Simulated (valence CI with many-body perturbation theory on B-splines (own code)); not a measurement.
Results of a calculation; reference values are marked as such.
Level structure of Pd24+

Level of theory: configuration interaction combined with many-body perturbation theory (CI+MBPT): four valence electrons over a frozen Dirac-Fock core [Ar], a basis of 7 s, 7 p, 8 d, 6 f, 4 g, 1 h functions for each j, with the one-electron correlation potential Σ1, the two-electron term Σ2, the three-electron term Σ3, Breit, model QED; selected CI, second order for the rest, scaled by the run's own slope (own B-spline code, finite nucleus).

No measured spectrum was set against this ion. As an estimate, terms of the open shell hold to 2 to 4 % of their energy, and close levels can change places. Only levels of the ground parity were solved; by the run's estimate the other parity begins above the list, which can be wrong where configurations are misplaced.

Levels 1 to 32 of 32, with energies above the lowest level, 3d4 5D_0. "Leading %" is the weight of the configuration and term that name the level; weights of strongly mixed levels are sums over their largest components and can fall short, so below about 35 % the name and the second component can differ from the true leading terms, or belong to a minority configuration. In the jj column 3d3/2^4 stands for four electrons in 3d with j = 3/2.

| No. | Configuration | Term | J | E (cm⁻¹) | Leading % | g | Leading jj |
| --- | --- | --- | --- | --- | --- | --- | --- |
| 1 | 3d4 | 5D | 0 | 0 | 63 |  | 3d3/2^4 (77 %) |
| 2 | 3d4 | 5D | 1 | 23217 | 84 | 1.496 | 3d3/2^3 3d5/2 (85 %) |
| 3 | 3d4 | 5D | 2 | 42591 | 91 | 1.471 | 3d3/2^2 3d5/2^2 (58 %) |
| 4 | 3d4 | 5D | 3 | 57289 | 87 | 1.449 | 3d3/2^2 3d5/2^2 (51 %) |
| 5 | 3d4 | 5D | 4 | 66121 | 67 | 1.384 | 3d3/2^3 3d5/2 (46 %) |
| 6 | 3d4 | 3P | 0 | 97516 | 49 |  | 3d3/2^2 3d5/2^2 (72 %) |
| 7 | 3d4 | 3H | 4 | 106090 | 55 | 0.983 | 3d3/2^3 3d5/2 (46 %) |
| 8 | 3d4 | 3G | 3 | 126680 | 62 | 0.904 | 3d3/2^2 3d5/2^2 (50 %) |
| 9 | 3d4 | 3F | 2 | 130980 | 70 | 0.806 | 3d3/2^2 3d5/2^2 (55 %) |
| 10 | 3d4 | 3H | 5 | 132230 | 76 | 1.070 | 3d3/2^2 3d5/2^2 (98 %) |
| 11 | 3d4 | 3P | 1 | 133720 | 76 | 1.380 | 3d3/2^2 3d5/2^2 (64 %) |
| 12 | 3d4 | 3H | 6 | 142590 | 74 | 1.120 | 3d3/2^2 3d5/2^2 (88 %) |
| 13 | 3d4 | 3G | 4 | 156320 | 60 | 1.032 | 3d3/2^2 3d5/2^2 (72 %) |
| 14 | 3d4 | 3P | 2 | 162210 | 46 | 1.270 | 3d3/2^2 3d5/2^2 (76 %) |
| 15 | 3d4 | 3F | 4 | 165750 | 42 | 1.130 | 3d3/2^2 3d5/2^2 (48 %) |
| 16 | 3d4 | 3F | 3 | 170850 | 48 | 1.153 | 3d3/2^2 3d5/2^2 (56 %) |
| 17 | 3d4 | 3D | 3 | 182970 | 36 | 1.103 | 3d3/2 3d5/2^3 (69 %) |
| 18 | 3d4 | 3G | 5 | 193330 | 76 | 1.157 | 3d3/2 3d5/2^3 (98 %) |
| 19 | 3d4 | 3P | 2 | 194040 | 36 | 1.157 | 3d3/2 3d5/2^3 (54 %) |
| 20 | 3d4 | 1I | 6 | 203730 | 74 | 1.040 | 3d3/2 3d5/2^3 (88 %) |
| 21 | 3d4 | 3D | 1 | 203800 | 86 | 0.633 | 3d3/2 3d5/2^3 (75 %) |
| 22 | 3d4 | 1S | 0 | 227770 | 75 |  | 3d3/2 3d5/2^3 (79 %) |
| 23 | 3d4 | 1G | 4 | 229910 | 44 | 1.081 | 3d3/2^2 3d5/2^2 (41 %) |
| 24 | 3d4 | 3P | 2 | 237800 | 34 | 1.137 | 3d3/2^2 3d5/2^2 (59 %) |
| 25 | 3d4 | 1F | 3 | 247930 | 63 | 1.055 | 3d3/2 3d5/2^3 (79 %) |
| 26 | 3d4 | 3P | 2 | 265960 | 69 | 1.286 | 3d3/2^2 3d5/2^2 (57 %) |
| 27 | 3d4 | 3F | 4 | 280720 | 68 | 1.174 | 3d3/2^2 3d5/2^2 (51 %) |
| 28 | 3d4 | 3F | 2 | 294400 | 60 | 0.849 | 3d5/2^4 (42 %) |
| 29 | 3d4 | 3F | 3 | 296550 | 78 | 1.067 | 3d3/2 3d5/2^3 (96 %) |
| 30 | 3d4 | 3P | 1 | 301260 | 98 | 1.480 | 3d3/2 3d5/2^3 (92 %) |
| 31 | 3d4 | 3P | 0 | 316130 | 87 |  | 3d5/2^4 (51 %) |
| 32 | 3d4 | 1G | 4 | 317280 | 78 | 1.044 | 3d3/2 3d5/2^3 (83 %) |

Names give the largest LS component (configuration and term), which can be under half, so a name can repeat, a term be missing and a line seem to break the LS rules; names also repeat where a configuration has a term twice.

The ionisation energy to 3d3 4F_3/2 of the next ion comes out as 1218.3 eV (NIST: 1218 ± 4 eV (theoretical)). All 32 levels together are meant to be complete up to 328780 cm⁻¹.
